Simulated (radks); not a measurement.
The antimony ion Sb3+, 48 electrons, occupied as [Kr] 4d10 5s2.

Calculated with a radial shooting solver on a logarithmic mesh with Libxc functionals: Dirac Kohn-Sham, exchange-only B88, spin-unpolarised, spherical densities, finite nucleus; Fermi nuclear charge, rms radius 4.6802 fm.

Energy parts (hartree):
| part | energy |
|---|---|
| total | -6479.67226 |
| kinetic | 6839.86091 |
| electron-nucleus | -15686.66374 |
| Hartree | 2535.05768 |
| exchange | -167.92711 |

Orbitals (lengths in bohr, moments of r in powers of bohr):
| orbital | occ. | eigenvalue (hartree) | <r> | small-component weight |
|---|---|---|---|---|
| 1s1/2 | 2 | -1114.106 | 0.02842 | 3.52e-02 |
| 2s1/2 | 2 | -170.3675 | 0.1222 | 7.47e-03 |
| 2p1/2 | 2 | -159.4734 | 0.1032 | 7.49e-03 |
| 2p3/2 | 4 | -150.2145 | 0.1087 | 7.14e-03 |
| 3s1/2 | 2 | -34.22733 | 0.3303 | 2.18e-03 |
| 3p1/2 | 2 | -29.77223 | 0.3209 | 2.12e-03 |
| 3p3/2 | 4 | -28.06408 | 0.3322 | 2.02e-03 |
| 3d3/2 | 4 | -20.19042 | 0.3033 | 1.91e-03 |
| 3d5/2 | 6 | -19.83534 | 0.3069 | 1.88e-03 |
| 4s1/2 | 2 | -6.49360 | 0.7904 | 6.00e-04 |
| 4p1/2 | 2 | -4.98609 | 0.8318 | 5.39e-04 |
| 4p3/2 | 4 | -4.66905 | 0.8609 | 5.09e-04 |
| 4d3/2 | 4 | -2.28262 | 1.015 | 3.67e-04 |
| 4d5/2 | 6 | -2.23636 | 1.027 | 3.59e-04 |
| 5s1/2 | 2 | -1.39717 | 2.031 | 1.07e-04 |

The highest occupied level is 5s1/2 at -38.019 eV. For comparison, the ionisation energy in NIST's Atomic Spectra Database is 43.80 eV (measured). In exact Kohn-Sham theory the highest level is minus the ionisation energy, but local and semilocal functionals leave it too shallow, through self-interaction and a potential that decays too fast; potentials with the right tail come closer. The density falls to 0.001 e/bohr^3 at r = 3.46 bohr. The electron density at the nucleus is 2.09e+05 e/bohr^3.
